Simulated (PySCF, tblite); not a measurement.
Isomers of C4H8F2Si. Level: GFN2-xTB in tblite, geometry and Hessian alike; calculated harmonic values, unscaled, isolated species. The method is semi-empirical: single wavenumbers can be off by several per cent or more. Modes of hydrogen on silicon can be 10 to 20 % off. One conformer each.

Electronic energies: PBE0-D3(BJ)/def2-SVP at its own geometries (PySCF, gas phase).

```json
{"SMILES": "F[C@@H]1C[SiH2][C@@H](F)C1", "electronic energy, lowest = 0 (kcal/mol)": "0.0"}
{"SMILES": "F[C@@H]1C[SiH2][C@H](F)C1", "electronic energy, lowest = 0 (kcal/mol)": "1.8"}
{"SMILES": "C=C([SiH3])CC(F)F", "electronic energy, lowest = 0 (kcal/mol)": "14.4"}
```

How do GFN2-xTB zero-point energies change the relative energies?

```json
{"SMILES": "F[C@@H]1C[SiH2][C@@H](F)C1", "ZPE (kcal/mol)": "69.2", "of it from modes above 1550 cm⁻¹": "32.1", "electronic (kcal/mol)": "0.0", "with ZPE, lowest = 0 (kcal/mol)": "0.0", "lowest mode (cm⁻¹)": "85", "rings": "1"}
{"SMILES": "F[C@@H]1C[SiH2][C@H](F)C1", "ZPE (kcal/mol)": "69.2", "of it from modes above 1550 cm⁻¹": "32.0", "electronic (kcal/mol)": "1.8", "with ZPE, lowest = 0 (kcal/mol)": "1.8", "lowest mode (cm⁻¹)": "76", "rings": "1"}
{"SMILES": "C=C([SiH3])CC(F)F", "ZPE (kcal/mol)": "65.8", "of it from modes above 1550 cm⁻¹": "33.6", "electronic (kcal/mol)": "14.4", "with ZPE, lowest = 0 (kcal/mol)": "11.0", "lowest mode (cm⁻¹)": "31", "rings": "0"}
```

The zero-point energies span 3.4 kcal/mol, from `C=C([SiH3])CC(F)F` to `F[C@@H]1C[SiH2][C@@H](F)C1`. The order is unchanged.

And how do the electronic energies of GFN2-xTB itself compare?

`F[C@@H]1C[SiH2][C@@H](F)C1` 0.0; `F[C@@H]1C[SiH2][C@H](F)C1` 1.1; `C=C([SiH3])CC(F)F` 18.7 kcal/mol, lowest = 0. Against the energies above, taken from the same isomer `F[C@@H]1C[SiH2][C@@H](F)C1`, the largest difference is 4.3 kcal/mol. The two levels were optimised apart and needn't hold the same conformer.

What do entropy and thermal enthalpy add at 298.15 K and 1 bar (rigid rotor, harmonic oscillator, one conformer each)?

```json
{"SMILES": "F[C@@H]1C[SiH2][C@@H](F)C1", "point group": "C1", "symmetry number": "1", "S (cal/(mol K))": "85.7", "H − H(0) (kcal/mol)": "5.38", "ZPE + H − H(0) − TS (kcal/mol)": "49.1"}
{"SMILES": "F[C@@H]1C[SiH2][C@H](F)C1", "point group": "C1", "symmetry number": "1", "S (cal/(mol K))": "86.0", "H − H(0) (kcal/mol)": "5.41", "ZPE + H − H(0) − TS (kcal/mol)": "49.0"}
{"SMILES": "C=C([SiH3])CC(F)F", "point group": "C1", "symmetry number": "1", "S (cal/(mol K))": "95.1", "H − H(0) (kcal/mol)": "6.30", "ZPE + H − H(0) − TS (kcal/mol)": "43.8"}
```
